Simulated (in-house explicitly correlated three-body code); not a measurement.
Computed with an exponentially correlated three-body code. Model: two electrons around a point charge, non-relativistic, variational in 260 exponentially correlated functions (energies converged to about 1e-7 hartree, or 1e-8 relative for large Z).

Command:
```bash
python run_hyl.py task.json out
```
Settings (lengths in bohr, energies in hartree):
```
Z                      2.5
nuclear_mass           0.5
interaction_strength   1
functions              260
states_tried           13
```

Cost of the run: 33 s on 1 thread of Intel(R) Xeon(R) Platinum 8375C CPU @ 2.90GHz (Ice Lake) (shared host).

**Those bound S and P states to n = 4 that converged, binding against the one-electron ion.**

Given: nuclear charge 2.5; mass of the centre 0.5 electron masses.

Computed: one-electron threshold -1.04166667 hartree.

| term | energy (hartree) | binding (eV) |
| --- | --- | --- |
| 1 1S | -1.70060494 | 17.931 |
| 2 3P | ? | ? |
| 2 3S | -1.17853728 | 3.7244 |
| 3 3S | -1.10717845 | 1.7827 |
| 4 3S | -1.07979906 | 1.0376 |

(1) What belongs in the row 2 3P?

**Converged states only, values per electron or pair.**

```
term  mean r (bohr)  mean r squared (bohr²)  mean inverse r (1/bohr)  mean r12 (bohr)  mean inverse r12 (1/bohr)  mean cosine  mean p1 dot p2 (bohr⁻²)  delta r1 (bohr⁻³)  delta r12 (bohr⁻³)
1 1S         1.9185                  4.9052                  0.78605           2.4581                    0.52902      0.21183                 -0.14202            0.16198            0.013415
2 3P         2.8546                  11.505                  0.58662            4.208                    0.28331      0.06887                 -0.24493           0.097496                   -
2 3S         5.0797                  42.014                  0.49879           8.3637                     0.1369       0.1069                -0.021907           0.098442                   -
3 3S              ?                       ?                        ?                ?                          ?            ?                        ?                  ?                   -
4 3S         15.649                  491.34                  0.44091           29.491                   0.044962     0.033944                -0.018428           0.092994                   -
```

(2) What belongs in the row 3 3S?

Results:

(1) energy (hartree): -1.32490385; binding (eV): 7.7073.

(2) mean r (bohr): 9.4931; mean r squared (bohr²): 169.41; mean inverse r (1/bohr): 0.45761; mean r12 (bohr): 17.18; mean inverse r12 (1/bohr): 0.073702; mean cosine: 0.055284; mean p1 dot p2 (bohr⁻²): -0.024829; delta r1 (bohr⁻³): 0.094161.
